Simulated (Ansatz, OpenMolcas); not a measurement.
A ladder of methods for GeNH4Cl (SMILES [NH2][GeH2][Cl])

The species is GeNH4Cl (7 atoms), meant as a singlet with charge 0. As SMILES, `[NH2][GeH2][Cl]`. Geometry: relaxed at PBE0-D4/def2-TZVP. This is one conformer, not always the lowest.

Each level gives the HOMO–LUMO gap (eV). The values are calculated.

| level | kind | program | value (eV) | CPU time |
| --- | --- | --- | --- | --- |
| SVWN5/cc-pVDZ | LDA | Ansatz | 5.72 | 4.6 s |
| M06-L/cc-pVDZ | meta-GGA | OpenMolcas | 6.64 | 29 s |
| TPSS/cc-pVDZ | meta-GGA | OpenMolcas | 6.10 | 27 s |
| r2SCAN/cc-pVDZ | meta-GGA | Ansatz | 6.48 | 14 s |
| M06-2X/cc-pVDZ | hybrid meta-GGA | OpenMolcas | 10.74 | 24 s |
| PBE0/cc-pVDZ | global hybrid | Ansatz | 8.26 | 8.1 s |
| CAM-B3LYP/cc-pVDZ | range-separated hybrid | Ansatz | 10.70 | 8.7 s |
| HSE06/cc-pVDZ | range-separated hybrid | Ansatz | 7.48 | 8.4 s |

All-electron rows without a relativistic Hamiltonian named are non-relativistic. The values span 5.72 to 10.74 eV. Orbital gaps aren't excitation energies; they tend to grow with the share of exact exchange. CPU times are rough (shared hosts, several kinds of processor and program).
